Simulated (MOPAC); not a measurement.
Input file for MOPAC: PM6 on AlS, 2S+1 = 2, a spin state set in the input, which need not be the lowest, a point of a bond scan (R = 1.889 Å).

```
PM6 1SCF PRECISE CHARGE=0 UHF MS=0.5 THREADS=1
AlS

Al     0.00000000 1     0.00000000 1     0.00000000 1
S      0.00000000 1     0.00000000 1     1.88907000 1
```

The log:

```
*******************************************************************************
 **                                                                           **
 **                              MOPAC v23.2.5                                **
 **                                                                           **
 *******************************************************************************
 ** MOPAC's Digital Object Identifier: https://doi.org/10.5281/zenodo.6511958 **
 **                                                                           **
 ** Please cite the open-source release paper for use of this MOPAC version:  **
 ** J. E. Moussa and J. J. P. Stewart (2026)                                  **
 ** MOPAC: An open-source semiempirical molecular orbital program             **
 ** J. Open Source Softw., 11(119), 8025, https://doi.org/10.21105/joss.08025 **
 *******************************************************************************

                              PM6 CALCULATION RESULTS

 *******************************************************************************
 *  PM6        - The PM6 Hamiltonian to be used
 *  UHF        - UNRESTRICTED HARTREE-FOCK CALCULATION
 *
 *
 *
 *                 CHARGE ON SYSTEM = 0
 *
 *
 *
 *  MS=        - IN MECI, MAGNETIC COMPONENT OF SPIN =  0.5
 *  PRECISE    - TIGHTER CRITERIA TO BE USED
 *  1SCF       - DO 1 SCF AND THEN STOP
 *  THREADS=1  - MULTI-THREADING NOT USED
 *  T=         - A TIME OF 172800.0 SECONDS REQUESTED
 *  DUMP=N     - RESTART FILE WRITTEN EVERY 7200.0 SECONDS REQUESTED
 *******************************************************************************
PM6 1SCF PRECISE CHARGE=0 UHF MS=0.5 THREADS=1
 AlS

   ATOM   CHEMICAL          X               Y               Z
  NUMBER   SYMBOL      (ANGSTROMS)     (ANGSTROMS)     (ANGSTROMS)

     1      Al          0.00000000  *   0.00000000  *   0.00000000  *
     2       S          0.00000000  *   0.00000000  *   1.88907000  *



          CARTESIAN COORDINATES

    NO.       ATOM           X           Y           Z

     1        Al          0.0000      0.0000      0.0000
     2         S          0.0000      0.0000      1.8891

 General Reference for PM6:
 "Optimization of Parameters for Semiempirical Methods V: Modification of NDDO Approximations
 and Application to 70 Elements", J. J. P. Stewart, J. Mol. Mod., 13, 1173-1213 (2007)
 URL: https://link.springer.com/article/10.1007/s00894-007-0233-4

           Empirical Formula: Al S  =     2 atoms



      MOLECULAR POINT GROUP   :   C*v


          UHF CALCULATION, NO. OF ALPHA ELECTRONS =    5
                           NO. OF BETA  ELECTRONS =    4

 -------------------------------------------------------------------------------
 PM6 1SCF PRECISE CHARGE=0 UHF MS=0.5 THREADS=1
 AlS



     1SCF WAS SPECIFIED, SO BFGS WAS NOT USED
     SCF FIELD WAS ACHIEVED


                              PM6 CALCULATION
                                                       MOPAC v23.2.5 Linux




          FINAL HEAT OF FORMATION =         51.89316 KCAL/MOL =     217.12098 KJ/MOL


          COSMO AREA              =         92.68 SQUARE ANGSTROMS
          COSMO VOLUME            =         80.16 CUBIC ANGSTROMS

          IONIZATION POTENTIAL    =          9.284032 EV
          ALPHA SOMO LUMO (EV)    =         -9.284  0.535
          BETA  SOMO LUMO (EV)    =         -9.537 -2.056
          NO. OF ALPHA ELECTRONS  =          5
          NO. OF BETA  ELECTRONS  =          4
          MOLECULAR WEIGHT        =         59.0415         POINT GROUP:  C*v

          MOLECULAR DIMENSIONS (Angstroms)

            Atom       Atom       Distance
            S     2   Al     1     1.88907
            S     2   Al     1     0.00000
           Al     1    S     2     0.00000


          SCF CALCULATIONS        =          1





   ATOM   CHEMICAL          X               Y               Z
  NUMBER   SYMBOL      (ANGSTROMS)     (ANGSTROMS)     (ANGSTROMS)

     1      Al          0.00000000  *   0.00000000  *   0.00000000  *
     2       S          0.00000000  *   0.00000000  *   1.88907000  *

                             CARTESIAN COORDINATES

   1   Al        0.000000000     0.000000000     0.000000000
   2    S        0.000000000     0.000000000     1.889070000


           Empirical Formula: Al S  =     2 atoms



      MOLECULAR POINT GROUP   :   C*v


          ALPHA EIGENVALUES
 -28.96401 -13.57612  -9.58192  -9.58192  -9.28403   0.53455   0.53455   2.24540
   3.01668   3.01668   3.10084   3.10084   4.87116 102.76323 102.76323 102.81204
 103.10342 103.10342


           BETA EIGENVALUES
 -27.76810 -12.74642  -9.53686  -9.53686  -2.05559   0.72400   0.72400   2.43967
   2.95804   2.95804   3.10333   3.10333   5.21801 103.97631 103.97631 106.27353
 106.27353 107.18608


              NET ATOMIC CHARGES AND DIPOLE CONTRIBUTIONS

  ATOM NO.   TYPE          CHARGE      No. of ELECS.   s-Pop       p-Pop       d-Pop
    1         Al           0.493810        2.5062     1.28605     1.19724     0.02290
    2          S          -0.493810        6.4938     1.93659     4.45594     0.10128
 DIPOLE           X         Y         Z       TOTAL
 POINT-CHG.     0.000     0.000    -4.481     4.481
 HYBRID         0.000    -0.000     1.288     1.288
 SUM            0.000    -0.000    -3.192     3.192


          ATOMIC ORBITAL ELECTRON POPULATIONS

     Atom    s        px        py        pz      x^2-y^2     xz        z^2       yz        xy
    1 Al   1.28605   0.28428   0.28428   0.62867   0.00000   0.00662   0.00967   0.00662   0.00000
    2  S   1.93659   1.67650   1.67650   1.10294   0.00000   0.03260   0.03609   0.03260   0.00000


                    (SZ)    =    0.500000
                    (S**2)  =    0.760400


          ATOMIC ORBITAL SPIN POPULATIONS

    Atom   Total    s     px     py     pz   x^2-y^2  xz     z^2    yz     xy
         Atomic
    1 Al  0.7255  0.312 -0.034 -0.034  0.482 -0.000 -0.001  0.001 -0.001  0.000
    2  S  0.2745  0.007  0.041  0.041  0.193  0.000 -0.006  0.004 -0.006  0.000

 **********************
 *                    *
 * JOB ENDED NORMALLY *
 *                    *
 **********************




 == MOPAC DONE ==
```

The run finished.

Cost: very roughly 0.04 core-seconds.
